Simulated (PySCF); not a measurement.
Several molecules and their computed UV-vis stick spectra, shuffled. Method: TDDFT CAM-B3LYP/def2-SVPD, vertical, gas phase, core orbitals frozen in the response (PySCF 2.14.0, density-fitted response routines). Geometries: GFN2-xTB; one conformer of each isolated species. Triplets are in the Tamm–Dancoff approximation.

A. `C1[SiH2]CC1=O`
B. `C=Cc1cncn1[SiH3]`
C. `O=C[SiH]1CC1`
D. `O=C=C(Cl)[SiH2]C[SiH3]`
E. `O[Si@@H]1C=CC1`

Lowest singlet levels (six at most, fewer where fewer were computed) with oscillator strengths:

1. 202 nm (f 0.002); 189 nm (f 0.059); 185 nm (f 0.050); 168 nm (f 0.032); 166 nm (f 0.016); 162 nm (f 0.011); T1 4.29 eV
2. 253 nm (f 0.348); 216 nm (f 0.002); 205 nm (f 0.000); 199 nm (f 0.024); 197 nm (f 0.003); 196 nm (f 0.001); T1 3.01 eV
3. 413 nm (f 0.000); 219 nm (f 0.002); 204 nm (f 0.000); 187 nm (f 0.006); 183 nm (f 0.017); 179 nm (f 0.032); T1 2.61 eV
4. 372 nm (f 0.000); 240 nm (f 0.219); 189 nm (f 0.005); 186 nm (f 0.027); 186 nm (f 0.002); 178 nm (f 0.000); T1 2.68 eV
5. 289 nm (f 0.000); 186 nm (f 0.000); 182 nm (f 0.011); 178 nm (f 0.043); 167 nm (f 0.057); 162 nm (f 0.012); T1 3.79 eV

Problem. Which spectrum belongs to which structure?

Solution. 1 = E, 2 = B, 3 = D, 4 = C, 5 = A.
- A: S1 at 4.29 eV, HOMO→LUMO (92%); S1 has the pattern of n→π* at C=O; HOMO -8.65 and LUMO 0.35 eV; point group Cs, 2 of its 6 listed states under f = 0.0005.
- B: S1 at 4.89 eV, HOMO→LUMO (97%); Löwdin shares by element: HOMO carbon 70% or more (atoms not listed hold the other 30%); LUMO carbon 64% or more (atoms not listed hold the other 36%); HOMO -7.39 and LUMO 0.12 eV; point group Cs, 1 of its 6 listed states under f = 0.0005.
- C: S1 at 3.33 eV, HOMO-1→LUMO (94%); S1 has the pattern of n→π* at C=O; HOMO -8.48 and LUMO -0.58 eV; point group Cs, 2 of its 6 listed states under f = 0.0005.
- D: S1 at 3.00 eV, HOMO→LUMO (97%); Löwdin shares by element: HOMO carbon 51% or more, chlorine 24%, oxygen 19%; LUMO carbon 45% or more, oxygen 26%, chlorine 19%; HOMO -8.36 and LUMO -1.00 eV.
- E: S1 at 6.12 eV, HOMO-1→LUMO (70%), HOMO-1→LUMO+1 (11%), HOMO→LUMO (10%); Löwdin shares by element: HOMO carbon 79%, hydrogen 5% or more (atoms not listed hold the other 17%); LUMO carbon 37% or more, silicon 19%, oxygen 18% (atoms not listed hold the other 26%); HOMO -8.96 and LUMO 0.62 eV.
